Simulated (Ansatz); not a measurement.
A geometry relaxed with PBE0-D4/def2-TZVP run with Ansatz (a program for electronic structure), charge 0, multiplicity 1:

```xyz
15

H      1.9784     0.2798    -1.1585
H     -0.2828     1.3442    -0.9289
C      1.4927     0.3140     0.9369
C      1.2236    -0.1411    -0.4867
H     -2.2609     1.2868     0.4918
H     -3.0013    -0.3467     0.9462
H      1.4303     1.4032     1.0172
H     -1.2684    -1.5035    -0.2873
C     -1.2707    -0.4140    -0.2550
H      0.7624    -0.1070     1.6317
H      2.4885     0.0123     1.2693
C     -2.2236     0.2033     0.4291
H      1.3294    -1.2300    -0.5538
H     -0.2350    -0.0055    -2.0571
C     -0.1625     0.2574    -0.9949
```

**Question.** Write the SMILES of this molecule.

**Answer.** `C=CCCC`
